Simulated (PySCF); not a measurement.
A small calculation by hand: oscillator strength and radiative lifetime

CH7GeNSi2, SMILES [SiH2]1N=[C]([GeH2]1)[SiH3].

Geometry: ωB97X-D3(BJ)/def2-SVP. This is a generated structure with no PubChem entry under its InChIKey; it may be hypothetical.

TDA-PBE/def2-SVPD (PySCF 2.14.0) puts the first singlet state with f over 0.02 at 4.94 eV (vertical), with the transition dipole (0.466, -0.317, 0.000) in atomic units.

Problem. Find the oscillator strength, the wavelength and the radiative lifetime that this transition would have in vacuum if emission retraced absorption.

Solution. 
|μ|² = 0.3176 au, so |μ| = 1.43 D. ΔE = 4.94/27.211 = 0.1815 hartree. f = (2/3) ΔE |μ|² = 0.038 (the program prints 0.038).
λ = 1239.84/4.94 = 251 nm; ν = 39844 cm⁻¹.
Einstein's coefficient A = 0.6670 ν² f s⁻¹ (ν in cm⁻¹) = 4.1e7 s⁻¹, so τ = 1/A = 25 ns. This state is S5; the lower singlets have f = 0.000, 0.000, 0.000, 0.014. The figure is the radiative limit of this one transition; relaxation, internal conversion, crossing to triplets and a medium change what is measured.
